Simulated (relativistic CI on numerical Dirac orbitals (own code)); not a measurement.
**Hg³⁺: 5p photoemission**

Computed with this model: Dirac-Coulomb-Breit CI, orbitals from a KLI potential per configuration, QED by a radiative potential, valence Slater integrals scaled by 0.8, multiplet model of photoemission in the sudden approximation; configurations [Xe] 4f14 5d9 → [Kr] 4d10 4f14 5s2 5p5 5d9; 300 K; Lorentzian 2.1 eV and Gaussian 0.6 eV FWHM. Energies are those of the free ion, without screening or charge transfer. The energies are binding energies and can lie tens of eV above those of solids. S is read from ⟨S²⟩ = S(S + 1).

Field parameters in Wybourne normalisation: D3d B²₀ = −7Dσ, B⁴₀ = −14Dq − 21Dτ, B⁴₃ = −14√(10/7) Dq; Oh B⁴₀ = 21Dq, B⁴₄ = √(5/14) B⁴₀; Td as Oh with Dq negative (B⁴₀ = 21Dq, B⁴₄ = √(5/14) B⁴₀). The field is a parameter set, without covalency.

Computed curve for D3d, 10Dq = 13300, Dσ = 990, Dτ = 80 cm⁻¹, scaled to 100 at the maximum (points under 2 are left out and the grid is thinned):

```tsv
Energy (eV)	Intensity
97.0	2.0
98.0	2.5
99.0	3.1
100.0	4.0
101.0	5.5
102.0	7.9
103.0	12.7
104.0	23.5
105.0	52.7
106.0	97.4
106.8	91.7
107.8	63.1
108.8	49.1
109.8	41.2
110.8	43.8
111.8	43.5
112.8	32.6
113.8	19.7
114.8	10.7
115.8	6.7
116.8	4.9
117.8	4.1
118.8	3.6
119.8	3.5
120.8	3.8
121.8	4.4
122.8	5.7
123.8	8.4
124.8	15.0
125.8	32.8
126.6	51.9
127.6	53.0
128.6	55.2
129.6	33.8
130.6	15.8
131.6	8.5
132.6	5.4
133.6	3.6
134.6	2.6
135.6	2.0
```

The ground state has S = 0.50, and the centroid lies at 114.57 eV.
